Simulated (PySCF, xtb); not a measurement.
SnH2, SMILES [SnH2] (connectivity only; charge and spin as stated), neutral, multiplicity 1.

xtb 6.7.1 with GFN2-xTB at its own geometry gives an orbital gap of 3.00 eV and a dipole moment of 3.79 D.

Coordinates come from a B3LYP-D3(BJ)/def2-TZVPD optimisation. The def2 effective core potentials stand for the cores of Sn; spin–orbit coupling is left out.

What does r2SCAN/def2-TZVPD in PySCF give? (The exact figures need the calculation; the answer reports its results.)

gap 2.32 eV (levels -5.92 and -3.60 eV), dipole 0.76 D.
